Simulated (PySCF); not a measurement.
A calculated (PBEsol, PySCF 2.14, x2c-TZVPPall, scalar relativity by spin-free X2C-1e) atom or ion has these occupied shells.

| shell | electrons | orbital energy (eV) | rms radius, mean of both spins (bohr) |
| --- | --- | --- | --- |
| 1s α | 1 | -21891.1 | 0.0384 |
| 1s β | 1 | -21891.1 | 0.0384 |
| 2s α | 1 | -3150.1 | 0.158 |
| 2s β | 1 | -3149.7 | 0.158 |
| 2p α | 3 | -2823.3 | 0.140 |
| 2p β | 3 | -2823.0 | 0.140 |
| 3s α | 1 | -555.56 | 0.431 |
| 3s β | 1 | -555.33 | 0.431 |
| 3p α | 3 | -448.09 | 0.434 |
| 3p β | 3 | -447.83 | 0.434 |
| 3d α | 5 | -274.50 | 0.421 |
| 3d β | 5 | -274.12 | 0.421 |
| 4s α | 1 | -78.333 | 1.08 |
| 4s β | 1 | -76.443 | 1.08 |
| 4p α | 3 | -48.566 | 1.21 |
| 4p β | 3 | -46.537 | 1.21 |
| 4d α | 5 | -7.387 | 1.86 |
| 4d β | 2 | -5.699 | 1.86 |
| 5p α | 1 | -2.072 | 4.96 |

Question: Name the element and its charge.

Answer: Ru (ruthenium, neutral), in [Kr] 4d7 5p1, one real determinant (an excited configuration).
